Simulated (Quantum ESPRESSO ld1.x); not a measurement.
Values are calculated unless marked as measured or tabulated.
One sound ld1.x (Quantum ESPRESSO 7.5) input for neutral strontium gives E = -3176.12 hartree in 31 iterations:

```
 &input
    zed=38.0,
    iswitch=1,
    rel=2,
    dft='PZ',
    config='[Kr] 5s2',
    verbosity='high',
    lsmall=.true.,
    prefix='ld1',
    max_out_wfc=37,
    file_charge='ld1.rho',
 /
```

Changed or added lines, one case at a time, and what came of them:

- dft='XYZ': refused. The program stops in set_dft_from_name with "XYZ: unrecognized dft": the name is not a functional that the program knows.
- config='[Kr] 5s2 6s4': refused. The program stops in el_config with "wrong occupancy:4": an s shell holds at most 2 electrons.
- lsd=2: refused. The program stops in ld1_readin with "lsd not correct": lsd takes 0 or 1.
- config='[Kr] 5s2 6d-1': harmless. A negative occupation marks a state as unused; the result equals that of the sound run.
- isic=1 latt=1: refused. The program stops in ld1_readin with "isic and latter correction not allowed": the two corrections exclude each other.
- config='[Kr] 5s2 8s1': refused. The program stops in el_config with "wrong main quantum number": the config string takes n from 1 to 7 alone.
- config='[Kr] 5s2 1s1': refused. The program stops in el_config with "occupation wrong": the bracketed core already holds 1s.
